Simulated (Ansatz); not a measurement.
Basis sets compared for Ca₄O₃. Charge 0, multiplicity 1. Geometry r2SCAN-D4/def2-SVP. Ansatz on 4 threads of Arm Neoverse V2 on a shared host; times are rough, and most runs start from earlier orbitals.

```tsv
atom	x (Å)	y (Å)	z (Å)
Ca1	1.819	-2.366	-0.047
Ca2	-2.195	3.100	-0.071
Ca3	-0.518	-0.574	0.918
Ca4	0.451	1.335	-1.463
O5	-1.070	1.402	0.024
O6	0.430	-2.391	1.365
O7	1.083	-0.505	-0.726
```

The restricted singlet is unstable towards broken spin symmetry in Hartree–Fock (as tested in another run); at PBE-D4/def2-SVP, PBE-D4/def2-TZVP, PBE0-D4/def2-SVP, PBE0-D4/def2-TZVP this wasn't settled. Another isomer (singlet) lies 1.12 eV lower at PBE0-D4/def2-TZVP; other spin states weren't run for this one.

Binding counts from free atoms (Ca singlet, O triplet) in the same basis, without a counterpoise term.

```tsv
level	functions	energy (Eh)	HOMO (eV)	LUMO (eV)	binding per atom (eV)	wall time
PBE-D4/def2-SVP	138	-2934.7253	-2.71	-1.99	3.94	2.4 s
PBE0-D4/def2-SVP	138	-2934.8723	-3.08	-1.52	3.64	3.6 s
```

(1) Estimate the rows for PBE-D4/def2-TZVP (with forces), PBE0-D4/def2-TZVP.

## Answers

(1) 
| level | functions | energy (Eh) | HOMO (eV) | LUMO (eV) | binding per atom (eV) | wall time |
| --- | --- | --- | --- | --- | --- | --- |
| PBE-D4/def2-TZVP (with forces) | 237 | -2935.3256 | -2.71 | -2.01 | 3.82 | 5.5 s |
| PBE0-D4/def2-TZVP | 237 | -2935.4679 | -3.08 | -1.53 | 3.53 | 9.5 s |
